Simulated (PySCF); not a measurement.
H₂RuN: from structure and modes to constants

Computed with UPBE0 in PySCF with Ru def2-TZVP with ECP28, N def2-TZVP, H def2-TZVP; scalar-relativistic core potentials, no spin–orbit coupling; density-fitted integrals.

The doublet minimum has Cs symmetry. Masses (u): Ru 101.90435, N 14.00307, H 1.00782.

```xyz
4
charge 0 multiplicity 2, angstrom
Ru   -0.0167    0.1810    0.0000
N    -0.0177   -1.3994    0.0000
H     0.9666    0.5727   -1.2010
H     0.9666    0.5727    1.2010
```

Harmonic wavenumbers (cm⁻¹): 529.9 (a'', ×1), 583.1 (a', ×1), 664.0 (a', ×1), 1157.2 (a', ×1), 2026.9 (a'', ×1), 2056.3 (a', ×1).

Q: What is the harmonic zero-point energy?

A: Half the sum of all 6 wavenumbers, 7017/2 = 3509 cm⁻¹, which is 42.0 kJ/mol (1 cm⁻¹ = 0.0119627 kJ/mol).

Q: Find the vibrational entropy and heat capacity at 298.15 K.

A: With u = 1.43878 ω/T, each mode gives S = R[u/(eᵘ−1) − ln(1−e⁻ᵘ)] and C = R u² eᵘ/(eᵘ−1)².
| ω (cm⁻¹) | u | S (J/(mol K)) | C (J/(mol K)) |
| --- | --- | --- | --- |
| 529.9 | 2.557 | 2.46 | 4.95 |
| 583.1 | 2.814 | 2.01 | 4.47 |
| 664.0 | 3.204 | 1.47 | 3.76 |
| 1157.2 | 5.584 | 0.21 | 0.98 |
| 2026.9 | 9.781 | 0.01 | 0.04 |
| 2056.3 | 9.923 | 0.00 | 0.04 |
The sums over all modes are S = 6.2 and C = 14.3 J/(mol K); the softest mode gives 40 % of the entropy.

Q: Give the standard entropy (298.15 K, 1 bar) by its translational, rotational, vibrational and spin parts, and Cp.

A: Sackur–Tetrode with M = 117.92 u gives 168.3; rotation with symmetry number 1 gives 84.3; vibration 6.2; spin R ln 2 = 5.8. The total is 264.6 J/(mol K), and Cp = 4 R + 14.3 = 47.5 J/(mol K).

Only a few start shapes were tried, so a lower isomer may exist. With open d or f shells other occupations or spin states may lie lower.
